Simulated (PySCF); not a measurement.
6H-1,3-oxazine (C4H5NO), SMILES C1C=CN=CO1.

The structure is a stationary point at B3LYP-D3(BJ)/def2-SVP. A frequency run showed that this geometry is not a minimum. The values are those of a single conformer.

All values below come from TDA-PBE/def2-SVPD run with PySCF.

Vertical excitations.  State labels are in the subgroup Cs.

```csv
state,symmetry,energy (eV),λ (nm),f,main pairs
S1,A",4.39,283,0.001,HOMO−1→LUMO 99 %
S2,A',4.53,274,0.087,HOMO→LUMO 92 %
S3,A",5.43,228,0.001,HOMO→LUMO+1 100 %
S4,A",6.25,198,0.002,HOMO→LUMO+3 99 %
S5,A',6.26,198,0.003,HOMO−1→LUMO+1 100 %
S6,A',6.30,197,0.012,"HOMO→LUMO+2 56 %, HOMO−2→LUMO 41 %"
S7,A",6.38,194,0.013,HOMO→LUMO+4 99 %
S8,A",6.46,192,0.002,HOMO−3→LUMO 98 %
S9,A",6.69,185,0.002,HOMO→LUMO+5 98 %
S10,A',7.06,176,0.001,HOMO−1→LUMO+3 97 %
T1,A',2.89,429,0,HOMO→LUMO 98 %
T2,A",4.10,303,0,HOMO−1→LUMO 100 %
T3,A',5.33,233,0,"HOMO→LUMO+2 56 %, HOMO−2→LUMO 40 %"
T4,A",5.33,233,0,HOMO→LUMO+1 100 %
```
Triplets are in the Tamm–Dancoff approximation.
